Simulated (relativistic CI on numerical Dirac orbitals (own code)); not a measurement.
Calculated at this level of theory: Dirac-Coulomb-Breit CI, separate exchange-only KLI orbitals for each configuration, a model potential for QED, unscaled Slater integrals (own radial code, finite nucleus).

The strongest absorption lines from the ground level of an ion, among the configurations computed and to levels below about 4420 eV (vacuum wavelength in Å, gf): 3.7123 (0.66), 4.1509 (0.036), 4.1669 (1.8), 4.2182 (0.061), 4.7856 (0.32), 17.983 (0.72), 31.700 (0.5), 48.145 (0.0087).

Which ion is it?
A. Lu⁵³⁺
B. Os⁶⁰⁺
C. Os⁵⁸⁺
D. Dy⁴⁸⁺

C. Os⁵⁸⁺ has 18 electrons and the ground level 3s2.3p6 1S_0; the strongest line goes to 3s2.3p5.4d 1P°_1. The pattern of lines fixes the number of electrons, and along that sequence the line energies rise steadily with the charge (about as its square where n changes within one kind of shell, about linearly where n is kept but much faster in heavy ions where fine structure, which grows about as Z⁴, sets the gap, and irregularly where shells cross), which fixes Z. Configurations outside the model, such as inner-shell arrays, can give stronger lines. At this charge energies of transitions that change n are usually good to better than 1 %, and those within a shell (Δn = 0) to a few per cent.

LS names give the leading component of a level, which can be under half, so a name can repeat, a term be missing and a line seem to break the LS rules.
